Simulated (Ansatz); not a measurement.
Geometry optimisation of `O[SiH2][SiH2][SeH]`.

```yaml
crystal:
  periodic: [false, false, false]
  atoms:
    - {symbol: O, position_ang: [-1.673865, 1.129449, -0.155928]}
    - {symbol: Si, position_ang: [-0.138080, 1.227399, 0.526241]}
    - {symbol: Si, position_ang: [0.631770, -1.000333, 0.513121]}
    - {symbol: Se, position_ang: [-0.207905, -1.774043, -1.520486]}
    - {symbol: H, position_ang: [-1.728835, 0.382117, -0.791324]}
    - {symbol: H, position_ang: [-0.272528, 1.841876, 1.889079]}
    - {symbol: H, position_ang: [0.825589, 2.063514, -0.283570]}
    - {symbol: H, position_ang: [2.115740, -1.237756, 0.616882]}
    - {symbol: H, position_ang: [-0.078004, -1.872262, 1.513040]}
    - {symbol: H, position_ang: [0.609119, -0.811161, -2.304255]}
basis:
  gaussian: {orbitals: def2-TZVP}
hamiltonian: {xc: pbe0, dispersion: d4}
relax: {f_tol: 0.005, max_steps: 150}
```

```sh
$ ansatz run in.yaml --threads 4 --pin off --events-out ev --progress --plain --max-ram 10444MiB
```

It prints (some lines left out):

```
Functional definition: PBE0
mean field -83236.23862144 eV, -3058.8753497891 hartree, gradient 6.0e-5 eV, S^2 0.000000; 0 other end points of the search recorded, 0 dependent functions left out
relax step   1: F+E_penalty+E_count = -83236.46580671 eV  Δ(F+E_penalty+E_count) = +0.000e0 eV  max|allowed force component| = 8.657e-1 eV/Å  Δτ_max = 0.0000 Å  (27 SCF iters, accepted)
mean field -83236.27811271 eV, -3058.8768010664 hartree, gradient 6.3e-6 eV, S^2 0.000000; 0 other end points of the search recorded, 0 dependent functions left out
relax step   2: F+E_penalty+E_count = -83236.50421535 eV  Δ(F+E_penalty+E_count) = -3.841e-2 eV  max|allowed force component| = 5.872e-1 eV/Å  Δτ_max = 0.0984 Å  (31 SCF iters, accepted)
mean field -83236.28612808 eV, -3058.8770956260 hartree, gradient 2.5e-5 eV, S^2 0.000000; 0 other end points of the search recorded, 0 dependent functions left out
relax step   3: F+E_penalty+E_count = -83236.51262634 eV  Δ(F+E_penalty+E_count) = -8.411e-3 eV  max|allowed force component| = 3.591e-1 eV/Å  Δτ_max = 0.0443 Å  (31 SCF iters, accepted)
mean field -83236.28954968 eV, -3058.8772213674 hartree, gradient 2.4e-5 eV, S^2 0.000000; 0 other end points of the search recorded, 0 dependent functions left out
relax step   4: F+E_penalty+E_count = -83236.51572573 eV  Δ(F+E_penalty+E_count) = -3.099e-3 eV  max|allowed force component| = 2.241e-1 eV/Å  Δτ_max = 0.0211 Å  (32 SCF iters, accepted)
mean field -83236.29229186 eV, -3058.8773221407 hartree, gradient 2.5e-5 eV, S^2 0.000000; 0 other end points of the search recorded, 0 dependent functions left out
relax step   5: F+E_penalty+E_count = -83236.51801245 eV  Δ(F+E_penalty+E_count) = -2.287e-3 eV  max|allowed force component| = 2.004e-1 eV/Å  Δτ_max = 0.0468 Å  (31 SCF iters, accepted)
mean field -83236.29327487 eV, -3058.8773582657 hartree, gradient 2.4e-5 eV, S^2 0.000000; 0 other end points of the search recorded, 0 dependent functions left out
relax step   6: F+E_penalty+E_count = -83236.51880717 eV  Δ(F+E_penalty+E_count) = -7.947e-4 eV  max|allowed force component| = 1.961e-2 eV/Å  Δτ_max = 0.0111 Å  (32 SCF iters, accepted)
mean field -83236.29331012 eV, -3058.8773595609 hartree, gradient 2.4e-5 eV, S^2 0.000000; 0 other end points of the search recorded, 0 dependent functions left out
relax step   7: F+E_penalty+E_count = -83236.51888478 eV  Δ(F+E_penalty+E_count) = -7.760e-5 eV  max|allowed force component| = 2.013e-2 eV/Å  Δτ_max = 0.0087 Å  (33 SCF iters, accepted)
mean field -83236.29334423 eV, -3058.8773608145 hartree, gradient 2.4e-5 eV, S^2 0.000000; 0 other end points of the search recorded, 0 dependent functions left out
relax step   8: F+E_penalty+E_count = -83236.51892542 eV  Δ(F+E_penalty+E_count) = -4.064e-5 eV  max|allowed force component| = 1.500e-3 eV/Å  Δτ_max = 0.0031 Å  (33 SCF iters, accepted)
mean field -83236.29334423 eV, -3058.8773608145 hartree, gradient 2.4e-5 eV, S^2 0.000000; 1 other end points of the search recorded, 0 dependent functions left out
Total energy: -83236.51895899 eV, -3058.8856520041 hartree
Atom 0 at    -1.667000     1.183889    -0.121037 Å, force    -0.001500     0.000190     0.000443 eV/Å
Atom 1 at    -0.149362     1.203957     0.523345 Å, force     0.000474    -0.001390     0.001031 eV/Å
Atom 2 at     0.623393    -1.009263     0.497308 Å, force    -0.000285     0.000943     0.000879 eV/Å
Atom 3 at    -0.138235    -1.836947    -1.512895 Å, force     0.001196     0.000010    -0.000926 eV/Å
Atom 4 at    -1.808103     0.510725    -0.795061 Å, force     0.000789     0.000285     0.000358 eV/Å
Atom 5 at    -0.250430     1.793093     1.881760 Å, force     0.000916     0.001040    -0.000961 eV/Å
Atom 6 at     0.791912     2.032372    -0.285210 Å, force    -0.000294    -0.000850    -0.001128 eV/Å
Atom 7 at     2.095420    -1.181006     0.620865 Å, force    -0.000305     0.000267     0.000621 eV/Å
Atom 8 at    -0.054687    -1.877644     1.494842 Å, force    -0.000341    -0.000904    -0.001251 eV/Å
Atom 9 at     0.640094    -0.870375    -2.301115 Å, force    -0.000650     0.000410     0.000935 eV/Å
Dipole moment:     0.221310    -0.060765    -0.036996 e Å
```

Run time 22 s (4 threads of an Intel Xeon Platinum 8488C on a shared host); peak host memory 0.6 GiB.
